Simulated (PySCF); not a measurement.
Trend along group 14: MTl cations

CCSD(T) with double-zeta basis sets in PySCF, for the lowest determinant that a PBE0 search found; no spin–orbit coupling. De refers to high-spin ground-configuration atoms (the charge goes to the atom of lower measured ionisation energy or higher electron affinity, which is not always the lowest computed limit).

```csv
M,basis,"reference, frozen orbitals",charged atom,state (unpaired electrons),Re (Å),ωe (cm⁻¹),De (eV)
C,def2-SVP,"UHF, 5",Tl+,"triplet (σ ↑, π ↑)",3.175,117,n/a
Si,def2-SVP,"UHF, 9",Tl+,"triplet (σ ↑, π ↑)",3.294,106,n/a
Ge,def2-SVP,"UHF, 13",Tl+,"triplet (σ ↑, π ↑)",3.320,73.1,n/a
Sn,def2-SVP,"UHF, 8",Tl+,"triplet (σ ↑, π ↑)",3.422,66.3,n/a
Pb,cc-pVDZ-PP,"UHF, 8",Tl+,"triplet (σ ↑, π ↑)",3.466,56.7,n/a
```

The shortest bond is that of TlC⁺ (3.175 Å), the longest that of TlPb⁺ (3.466 Å).

The rows differ in basis set, which adds steps of its own.

Down a group the atoms grow and get heavier, so bonds lengthen and wavenumbers fall; this series shows no clear exception.

Correlated steps freeze the inner cores (5 to 13 orbitals); shallow outer-core shells are correlated. Spin–orbit coupling is left out, which matters for elements this heavy, above all for dissociation energies. States were picked by a PBE0 search and need not be the measured ground states.
